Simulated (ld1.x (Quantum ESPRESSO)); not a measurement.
# Configuration tests for Si (TM)

silicon (Si), norm-conserving Troullier–Martins (Kleinman–Bylander form), made with ld1.x (Quantum ESPRESSO) 7.5 (LDA (PZ), scalar-relativistic). Core [Ne], reference 3s1 3p3. Waves: 3p (bound): rc 2.10 bohr; 3s (bound): rc 1.40 bohr. Local part: the s channel. Core correction: a·sin(br)/r model core, default radius (core density twice the valence density).

Energies are relative to the spin-unpolarised reference configuration 3s1 3p3; without spin polarisation the order of configurations can differ from experiment. Spin-polarised rows fill each open shell by Hund’s rule, majority spin first. The frozen-core shift is the all-electron ΔE with the core orbitals held at their reference shape minus the fully relaxed ΔE.

| valence configuration | charge | ΔE all-electron (eV) | error AE − PS (meV) | frozen-core shift (meV) |
| --- | --- | --- | --- | --- |
| 3s2 3p2 | 0 | -6.807 | -1.5 | +0.7 |
| 3s2 3p1 | +1 | 1.022 | -1.4 | +0.4 |
| 3s2 3p0 | +2 | 17.137 | +16 | +8.6 |
| 3s2 3p1.5 | +0.5 | -3.842 | -2.6 | +0.4 |
| 3s1 3p2 | +1 | 8.436 | +3.5 | +1.4 |
| 3s2 3p2.3 | -0.3 | -7.763 | -0.6 | +0.9 |
| 3s1 3p3 (spin-polarised) | 0 | -3.073 | +36 | +6.7 |
| 3s2 3p2 (spin-polarised) | 0 | -7.418 | +5.9 | +1.4 |

Task: What are ΔE and the potential's error for 3s1 3p0?

Result: ΔE = 51.281 eV all-electron; the error (AE − PS) is +69 meV.
